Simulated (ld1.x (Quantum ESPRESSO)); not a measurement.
Hf (Z = 72): one change to a TM potential, before and after

```
Element                 : hafnium (Hf)
Generator               : ld1.x (Quantum ESPRESSO) 7.5
Type                    : norm-conserving Troullier–Martins (Kleinman–Bylander form)
Functional              : PBE
Relativity              : scalar-relativistic
Frozen core             : [Xe] 4f14
Valence charge          : 4
Reference configuration : 5d2 6s1.5 6p0.5
Partial waves           : 6s (bound): rc 2.60 bohr; 6p (bound): rc 3.80 bohr; 5d (bound): rc 2.75 bohr
Local potential         : all-electron potential smoothed inside 2.75 bohr (lloc = -1)
Core correction         : Bessel-smoothed model core inside 2.60 bohr
```

All-electron outer shells of the reference configuration (PBE, scalar-relativistic, ld1.x):

```tsv
shell	level (eV)	outermost node (bohr)	outermost maximum (bohr)
5p	-36.32	0.60	1.16
4f	-17.58	–	0.45
6s	-5.58	1.37	2.89
5d	-3.30	0.67	1.69
6p	-1.75	1.66	4.00
```

Change: wave 5d (bound): rc 2.75 bohr becomes 5d (bound): rc 1.90 bohr.

Cutoffs: the cutoffs (Ry, on a coarse ladder) from which the occupation-weighted sum of valence levels, in a spherical-Bessel basis at the reference potential, stays within 10 and 1 mRy of its value at 400 Ry; they do not see the model core or the augmentation charge, which bear on the density cutoff. Errors are all-electron minus pseudo energies relative to the spin-unpolarised reference configuration.

Question: Predict the effect on cutoff, ghosts and configuration errors.

Answer: The potential gets harder (18 Ry and 25 Ry → 21 Ry and 30 Ry); of the 7 tests that both files solve, the error grows in 1 and shrinks in 0 by more than 15 % and 0.3 meV (median size 4.2 → 4.6 meV); neither file shows a bound ghost. A smaller radius makes the pseudo-wave follow the all-electron one further in, where it bends more sharply, so more plane waves are needed.

| quantity | base | changed |
| --- | --- | --- |
| cutoff, loose | 18 Ry | 21 Ry |
| cutoff, tight | 25 Ry | 30 Ry |
| loose cutoff by channel (10 mRy a level) | s 6 Ry, p 6 Ry, d 18 Ry | s 6 Ry, p 6 Ry, d 21 Ry |
| bound ghosts | none | none |
| error for 5d2 6s2 6p0, meV [ΔE -1.88 eV] | +0.3 | +0.2 |
| error for 5d2 6s1 6p0, meV [ΔE 6.09 eV] | -4.2 | -4.6 |
| error for 5d2 6s0 6p0, meV [ΔE 20.27 eV] | -21 | -21 |
| error for 5d1 6s2 6p1, meV [ΔE 0.08 eV] | -41 | -50 |
| error for 5d2 6s0 6p1, meV [ΔE 10.77 eV] | -0.2 | -0.3 |
| error for 5d2 6s1.5 6p0, meV [ΔE 1.37 eV] | -1.9 | -2.0 |
| error for 5d3 6s1 6p0, meV [ΔE 0.71 eV] | -37 | -41 |
| s: phases at 4.12 bohr within 0.05 rad from the reference energy up to (Ry; the scan ends near 5) | 0.3 | 0.3 |
| p: phases at 4.12 bohr within 0.05 rad from the reference energy up to (Ry; the scan ends near 5) | 0.8 | 0.8 |
| d: phases at 4.12 bohr within 0.05 rad from the reference energy up to (Ry; the scan ends near 5) | 0.7 | 0.7 |
